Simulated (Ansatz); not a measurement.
A calculation with Ansatz (development build ahead of 0.2.0).

```yaml
crystal:
  periodic: [false, false, false]
  atoms:
    - { symbol: Be, position_ang: [0.0, 0.0, 0.0] }
basis:
  gaussian: { orbitals: cc-pCVTZ }
hamiltonian:
  xc: hf
correlation:
  method: bccd_t
  frozen_orbitals: { Be: 0 }
```

The input is written out in the form of the current development build from the run's settings.

Output:

* Converged: yes
* Reference energy (starting determinant): -14.57287 hartree
* Correlation energy: -0.08947 hartree
* Total energy: -14.66234 hartree
